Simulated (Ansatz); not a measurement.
The same path of ClGaH5N2 (9 atoms, charge 0, multiplicity 2) was run twice with different band settings. Lost on the way: Ga1–H2, Ga1–Cl9. Made: H2–Cl9.

Computed with UKS PBE/def2-SVP in Ansatz 0.2.0.

Relaxed end points:

```xyz
9
Properties=species:S:1:pos:R:3
Ga 0.009 0.261 0.829
H -0.070 1.637 1.570
N 1.302 0.124 -0.635
H 1.476 -0.803 -1.047
H 1.354 0.835 -1.378
N -1.333 -0.063 -0.562
H -1.526 0.635 -1.293
H -1.392 -1.004 -0.975
Cl 0.179 -1.621 1.950
```

```xyz
9
Properties=species:S:1:pos:R:3
Ga 0.015 0.090 -0.099
H 0.050 0.106 2.125
N 1.519 0.314 -1.190
H 1.703 -0.470 -1.832
H 2.399 0.547 -0.715
N -1.552 -0.336 -1.026
H -2.401 -0.473 -0.465
H -1.780 0.297 -1.805
Cl 0.047 -0.076 3.466
```

Common settings: movable images 9; climbing image yes; optimiser quadratic models (default); start path through a guess of the saddle point; force threshold 0.03 eV/Å; iteration limit 60; end points relaxed.

| run | spring |
| --- | --- |
| 1 | 5.0 eV/Å² |
| 2 | 0.1 eV/Å² |

(1) What does each run give, and how far can it be trusted?

Answers

(1) Run 1: converged after 26 iterations, highest image 1.047 eV above the first end. The profile has 3 maxima (images 3, 6, 9) with wells between them (images 4, 8): this band takes more than one step, which may be the mechanism or a detour left from its start path. A vibrational analysis at the climbing image gives one clearly imaginary mode, 365i cm⁻¹: a first-order saddle point.
Run 2: converged after 30 iterations, highest image 1.047 eV above the first end. The profile has 3 maxima (images 2, 6, 8) with wells between them (images 3, 7): this band takes more than one step, which may be the mechanism or a detour left from its start path. A structure lower than the last end lies on the path between it and the top, so the climb from that side starts below the end, which may itself be a saddle point or a shallow side well. Another band between the same ends (9 images) ends at a top of the same energy, where a vibrational analysis finds 1 clearly imaginary mode.
